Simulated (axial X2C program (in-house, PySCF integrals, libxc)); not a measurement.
## Potential curves of ZrB⁻, 2c

Calculated with an axial X2C code built on PySCF integrals. Two-component (2c) means X2C with spin–orbit coupling and atomic mean-field two-electron Coulomb and Gaunt terms. Basis: Zr dyall-acv3z [12s13p10d6f3g], B dyall-av3z [8s7p3d2f] (cores contracted in-house); Gaussian nuclei, density fitting, unrestricted open shells. Masses: Zr 89.905 u, B 11.009 u.

State: Ω = 4 (⟨Sz⟩ = 2.00, ⟨Lz⟩ = 2.00 at HF). Energies in cm⁻¹ from the fragments at the same level (Zr- + B). Fits are polynomials in 1 − R0/R over 0.85 to 1.23 times the lowest point R0.

```json
{"R (Å)": "1.9201", "HF": "-12954", "PW91": "-24509"}
{"R (Å)": "2.0084", "HF": "-16768", "PW91": "-27721"}
{"R (Å)": "2.0746", "HF": "-18583", "PW91": "-29191"}
{"R (Å)": "2.1408", "HF": "-19670", "PW91": "-30015"}
{"R (Å)": "2.2070", "HF": "-20162", "PW91": "-30324"}
{"R (Å)": "2.2842", "HF": "-20137", "PW91": "-30176"}
{"R (Å)": "2.3615", "HF": "-19611", "PW91": "-29617"}
{"R (Å)": "2.4608", "HF": "-18402", "PW91": "-28477"}
{"R (Å)": "2.5822", "HF": "-16395", "PW91": "-26685"}
{"R (Å)": "2.7588", "HF": "", "PW91": "-23736"}
```

The state is one determinant whose occupation by symmetry is held fixed; it was picked as the lowest of a PBE0 search that is not exhaustive. De is counted from the lowest determinant-based energies of the atoms at the same level, without counterpoise correction. Density functionals use the spin component along the axis (collinear). A 2c atom that is not at its ground J level misses part of its spin–orbit lowering, and De is too large by that part (0.04 eV or less for light atoms). This holds for PW91. PBE0 can misorder states that lie within some tenths of an eV, so this need not be the ground state of the molecule. The nearest other 2c determinant of the search, Ω = 2, lies 0.26 eV up at the distance of the search. Without a current term, density functionals place determinants with orbital angular momentum somewhat too high. With several unpaired electrons one determinant need not be a pure state. Open-shell Ω = 0 determinants with evenly filled partner blocks cannot be reached by this program, so the Ω shown need not be the lowest component. At some level and bond length an empty orbital lies below a filled one. The highest occupied level of some functionals is positive through self-interaction error; at Hartree–Fock it is bound. The determinant is spin-polarised beyond a pure state at some levels (its spin-free form has ⟨S²⟩ too high), which makes Re and μ there less reliable. The stretched end of a curve changes character and is left out. Hartree–Fock gets electron affinities wrong, so its lowest charge split need not be the true one.

What are Re, ωe and De at the HF level?

At HF, 2c: Re = 2.241 Å, ωe ≈ 578 cm⁻¹, De = 2.51 eV to Zr- + B; Be follows as 0.342 cm⁻¹.

Fit the PW91 curve near its minimum: give the equilibrium distance, the harmonic wavenumber and the well depth.

At PW91, 2c: Re = 2.222 Å, ωe ≈ 548 cm⁻¹, De = 3.76 eV to Zr- + B; Be follows as 0.348 cm⁻¹.
